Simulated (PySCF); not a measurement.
**Diatomic cations of Cs with the second period**

CCSD(T) with double-zeta basis sets in PySCF, for the lowest determinant that a PBE0 search found; no spin–orbit coupling. De refers to high-spin ground-configuration atoms (the charge goes to the atom of lower measured ionisation energy or higher electron affinity, which is not always the lowest computed limit).

```tsv
M	basis	reference, frozen orbitals	charged atom	state (unpaired electrons)	Re (Å)	ωe (cm⁻¹)	De (eV)
Li	def2-SVP	UHF, 0	Cs+	doublet (σ ↑)	4.434	113	0.35
Be	def2-SVPD	RHF, 0	Cs+	singlet (closed shell)	4.154	82.8	0.10
B	def2-SVP	UHF, 1	Cs+	doublet (σ ↑)	3.865	105	0.22
N	def2-SVPD	UHF, 1	Cs+	quartet (σ ↑, π ↑↑)	3.484	85.6	0.10
O	def2-SVP	UHF, 1	Cs+	triplet (π ↑↑)	3.368	110	0.20
F	def2-SVP	UHF, 1	Cs+	doublet (π ↑)	3.277	95.0	0.14
```

The shortest bond is that of CsF⁺ (3.277 Å), the longest that of CsLi⁺ (4.434 Å).

The rows differ in basis set, which adds steps of its own.

The state changes along the series, so neighbouring rows are not always alike in their bonding.

Correlated steps freeze the inner cores (0 to 1 orbitals); shallow outer-core shells are correlated. Weak bonds: CsBe⁺, CsB⁺, CsF⁺, CsLi⁺, CsN⁺, CsO⁺. Basis-set superposition, not corrected here, can be much of De in a small basis, most of all at correlated wavefunction levels. These are scalar-relativistic numbers at best; spin–orbit coupling would shift them, the dissociation energy most. For an ion De counts to the pair picked by the measured ionisation energies or electron affinities, which need not be the lowest pair at this level. States were picked by a PBE0 search and need not be the measured ground states.
